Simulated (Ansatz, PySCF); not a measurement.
Noncovalent pair: H2O (SMILES O) (first 3 atoms) with H4OSi (SMILES O[SiH3]); geometry from B3LYP-D3(BJ)/def2-TZVP.
(charge 0, multiplicity 1):
```csv
atom,x (Å),y (Å),z (Å)
O,0.2554,-0.5303,0.3290
H,-0.4467,-0.9593,-0.1722
H,0.6992,0.0626,-0.2871
O,-0.6259,0.7156,2.6911
Si,-0.0297,0.2092,4.1340
H,-0.3138,0.2787,1.8804
H,-0.3294,-1.2230,4.3966
H,-0.6770,1.0359,5.1755
H,1.4441,0.3801,4.2266
```

Basis-set superposition error: the interaction energy with monomers in their own basis, and in the dimer's basis (counterpoise).

Run with Ansatz (Gaussian basis) for Hartree–Fock, density functionals and correlated methods; PySCF for 6-31G* rows. 

| level | uncorrected (kcal/mol) | counterpoise (kcal/mol) | difference |
|---|---|---|---|
| HF/6-31G* | -7.26 | -6.15 | 1.11 |
| HF/aug-cc-pV(D+d)Z | -4.89 | -4.53 | 0.36 |
| B97M-V/def2-TZVPPD | -6.75 | -6.71 | 0.04 |
| B3LYP/6-31G* | -9.51 | -7.72 | 1.79 |
| PBE0/def2-TZVPPD | -6.41 | -6.36 | 0.05 |
| CAM-B3LYP/def2-TZVPPD | -6.62 | -6.56 | 0.06 |
| B2PLYP/def2-TZVPPD | -6.23 | -6.03 | 0.20 |
| SCS-MP2/aug-cc-pV(Q+d)Z | -6.14 | -5.81 | 0.33 |
| CCSD/aug-cc-pV(D+d)Z | -6.62 | -5.48 | 1.14 |
| CCSD(T)/aug-cc-pV(D+d)Z | -7.03 | -5.76 | 1.27 |

The error is largest for B3LYP/6-31G* (1.79 kcal/mol) and smallest for B97M-V/def2-TZVPPD (0.04 kcal/mol).

Ansatz is a first-principles code.
